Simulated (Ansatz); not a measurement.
A series at In: from `[SH][In]([SH])[SH]`, ligands are replaced one by one, each step taking up H₂O and setting free H₂S; n counts the steps. Ansatz, PBE0-D4/def2-TZVP geometries. Each molecule was computed in one conformer, which needn't be the lowest.

| n | molecule | HOMO energy, ωB97M-V/def2-TZVPP (eV) |
| --- | --- | --- |
| 0 | `[SH][In]([SH])[SH]` | ? |
| 1 | `[OH][In]([SH])[SH]` | -9.82 |
| 2 | `[OH][In]([OH])[SH]` | -10.07 |
| 3 | `[OH][In]([OH])[OH]` | -11.17 |

**Question.** By hand: fit a straight line y = ȳ + b (n − n̄) to the 3 given rows and predict n = 0.

**Answer.** n̄ = 2.000, ȳ = -10.353; Σ(n − n̄)(y − ȳ) = -1.350, Σ(n − n̄)² = 2.000, so b = -0.675 eV a step. Prediction: -10.353 + (-0.675) × (-2.000) = -9.00 eV.

**Question.** By hand: compare with the computed value, -9.80 eV, and give the steps along the whole series.

**Answer.** The line misses by -0.80 eV (computed minus predicted). Steps: -0.02, -0.25, -1.10 eV.

One step carries most of the change, so a line is a poor guide. The highest orbital can change its character along such a series. The miss is 58.4 % of the series' range.
